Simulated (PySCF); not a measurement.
Compound: C6H9F3Si2.
Bonds: F1–C2, C2–F3, C2–F4, C2–C5, C5–C6, C6–C7 (double), C7–Si8, Si8–C9, C9–C10 (double), C10–Si11, C6–Si11. Hydrogens: H12, H13 on C5; H14 on C7; H15, H16 on Si8; H17 on C9; H18 on C10; H19, H20 on Si11.

Method: PBE0-D3(BJ)/def2-SVP geometry optimisation, gas phase (PySCF); density fitting, grid level 1; the optimiser is geomeTRIC in internal coordinates, started from a GFN2-xTB structure with every atom displaced at random (about 0.01 Å).

Step 1: E = -30236.9899 eV
```
atom  x, y, z in Å  |  force x, y, z in eV/Å
F1      4.0624   -0.6049    0.3283    0.191   0.020  -0.279
C2      2.9009   -0.3173   -0.2691   -0.292   0.270   0.599
F3      2.6655   -1.2362   -1.1944   -0.026  -0.159  -0.082
F4      3.0407    0.8614   -0.8945    0.051  -0.068  -0.107
C5      1.8304   -0.2417    0.8064    0.017   0.080  -0.051
C6      0.3990   -0.1684    0.3471    0.120  -0.110  -0.205
C7     -0.4729   -1.1268    0.7170   -0.110  -0.020   0.056
Si8    -2.3029   -1.1707    0.3159    0.027   0.118   0.041
C9     -2.8496    0.5384   -0.2230   -0.030  -0.031  -0.084
C10    -1.9974    1.4981   -0.6271    0.013  -0.011  -0.014
Si11   -0.1354    1.3028   -0.7199   -0.071  -0.067   0.150
H12     1.9909   -1.1117    1.4616   -0.050   0.016   0.011
H13     2.0723    0.6710    1.3777    0.081  -0.103   0.091
H14    -0.0948   -1.9495    1.3471    0.043   0.023  -0.056
H15    -3.0656   -1.6057    1.5266   -0.005  -0.012   0.002
H16    -2.5736   -2.1678   -0.7660   -0.022  -0.035  -0.008
H17    -3.9267    0.7606   -0.2313   -0.002   0.000   0.027
H18    -2.4130    2.4688   -0.9359   -0.004  -0.003  -0.022
H19     0.2952    1.0747   -2.1306    0.023   0.053  -0.047
H20     0.5227    2.5405   -0.2070    0.044   0.040  -0.022
```

Step 2: E = -30237.0204 eV
```
atom  x, y, z in Å  |  force x, y, z in eV/Å
F1      4.0811   -0.5755    0.2150   -0.061   0.054   0.022
C2      2.8642   -0.3114   -0.2749    0.096   0.026   0.045
F3      2.5788   -1.2544   -1.1658   -0.095  -0.207  -0.068
F4      2.9517    0.8453   -0.9488   -0.039   0.081   0.037
C5      1.8420   -0.2352    0.8400    0.105   0.022   0.001
C6      0.4098   -0.1727    0.3785   -0.027   0.078  -0.137
C7     -0.4742   -1.1263    0.7336    0.052  -0.010   0.067
Si8    -2.2997   -1.1696    0.3102    0.002   0.054  -0.004
C9     -2.8440    0.5306   -0.2546    0.011  -0.025  -0.009
C10    -1.9822    1.4897   -0.6394   -0.006   0.013   0.008
Si11   -0.1169    1.3049   -0.6839   -0.034  -0.018   0.021
H12     2.0134   -1.1044    1.4927   -0.024  -0.031  -0.009
H13     2.0997    0.6717    1.4125    0.007  -0.043   0.057
H14    -0.0991   -1.9529    1.3588    0.013  -0.020  -0.017
H15    -3.0792   -1.6007    1.5120    0.007   0.001   0.006
H16    -2.5564   -2.1778   -0.7674   -0.005  -0.019   0.016
H17    -3.9211    0.7513   -0.2799    0.005  -0.004  -0.007
H18    -2.3930    2.4582   -0.9617    0.006   0.001  -0.021
H19     0.3431    1.0991   -2.0912   -0.012   0.043  -0.003
H20     0.5300    2.5457   -0.1569   -0.001   0.004  -0.005
```

Task: Estimate the geometry and energy of step 3. (The exact step hangs on the optimiser's Hessian estimate; all steps are aligned on step 2, rigid shifts and turns removed.)

Result: E = -30237.0263 eV, largest force 0.157 eV/Å
```
atom  x, y, z in Å  |  force x, y, z in eV/Å
F1      4.0715   -0.6027    0.1859   -0.073   0.015   0.018
C2      2.8448   -0.3349   -0.2738    0.106  -0.024  -0.036
F3      2.5207   -1.2939   -1.1419    0.039   0.010  -0.006
F4      2.9246    0.8160   -0.9605   -0.032  -0.016  -0.020
C5      1.8432   -0.2373    0.8514    0.113   0.106  -0.027
C6      0.4161   -0.1467    0.3751    0.024  -0.041   0.110
C7     -0.4525   -1.1114    0.7365   -0.147   0.033  -0.040
Si8    -2.2771   -1.1673    0.3122    0.006  -0.023  -0.012
C9     -2.8362    0.5199   -0.2745   -0.003   0.020   0.022
C10    -1.9883    1.4944   -0.6521    0.011  -0.017   0.039
Si11   -0.1206    1.3386   -0.6744    0.022  -0.026  -0.007
H12     1.9923   -1.1175    1.4955   -0.039  -0.019  -0.031
H13     2.1217    0.6534    1.4389    0.012  -0.005   0.002
H14    -0.0629   -1.9366    1.3544   -0.010   0.001  -0.022
H15    -3.0543   -1.5957    1.5167   -0.004   0.017   0.006
H16    -2.5230   -2.1929   -0.7525   -0.011  -0.005   0.017
H17    -3.9162    0.7240   -0.3090   -0.007  -0.014  -0.022
H18    -2.4109    2.4553   -0.9826    0.004  -0.012  -0.018
H19     0.3494    1.1661   -2.0834   -0.005   0.019   0.013
H20     0.5056    2.5848   -0.1331   -0.006  -0.019   0.014
```

The energy changes by -0.0059 eV. The first-order estimate −F·Δx gives -0.0181 eV and the mean of the old and new forces, exact on a quadratic surface, -0.0059 eV. The step makes an angle of 74° with the force vector and moves no atom by more than 0.074 Å.

The cost below is that of the whole optimisation. Hardware: one thread of an Arm Neoverse V2, on a shared host. Cost: 4.6 min wall, 1.0 GiB resident at most.
